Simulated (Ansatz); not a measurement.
Cost and result up the ladder for the cluster AlO3H3 (7 atoms). Total charge 0; singlet. Geometry: PBE0-D4/def2-TZVP.

```xyz
7

Al    0.407    0.394    0.026
O    -0.442   -1.284   -0.455
O    -0.607    1.701    0.368
O     0.210   -1.154    0.875
H    -1.401    1.638    0.895
H     0.118   -1.932   -0.903
H     1.715    0.637   -0.805
```

Ansatz on 4 threads of Arm Neoverse V2 on a shared host. Times are rough, and most runs start from the orbitals of an earlier one. ωB97M-V/def2-TZVP serves as the yardstick here, not as an exact answer. Binding counts from free atoms at the same level (Al doublet, O triplet, H doublet; other spins of the atoms weren't run), without zero-point energy or a counterpoise term.

Correlated methods freeze 8 core orbitals. The structure holds 1 bond(s) between oxygen atoms. Another isomer (singlet) lies 4.68 eV lower at PBE0-D4/def2-TZVP; other spin states weren't run for this one.

Correlated methods converge slowly with the basis.

```json
{"level": "PBE-D4/def2-TZVP (with forces)", "functions": "148", "wall time": "1 s", "binding energy per atom (eV)": "3.50", "difference from ωB97M-V/def2-TZVP (eV)": "0.07"}
{"level": "PBE0-D4/def2-TZVP", "functions": "148", "wall time": "1.3 s", "binding energy per atom (eV)": "3.35", "difference from ωB97M-V/def2-TZVP (eV)": "-0.08"}
{"level": "r2SCAN-D4/def2-TZVP", "functions": "148", "wall time": "2 s", "binding energy per atom (eV)": "3.44", "difference from ωB97M-V/def2-TZVP (eV)": "0.01"}
{"level": "r2SCANh-D4/def2-TZVP", "functions": "148", "wall time": "2.2 s", "binding energy per atom (eV)": "3.38", "difference from ωB97M-V/def2-TZVP (eV)": "-0.05"}
{"level": "ωB97M-V/def2-TZVP", "functions": "148", "wall time": "3.4 s", "binding energy per atom (eV)": "3.43", "difference from ωB97M-V/def2-TZVP (eV)": "0.00"}
{"level": "CCSD(T)/def2-TZVPP", "functions": "177", "wall time": "27 s", "binding energy per atom (eV)": "3.34", "difference from ωB97M-V/def2-TZVP (eV)": "-0.09"}
```
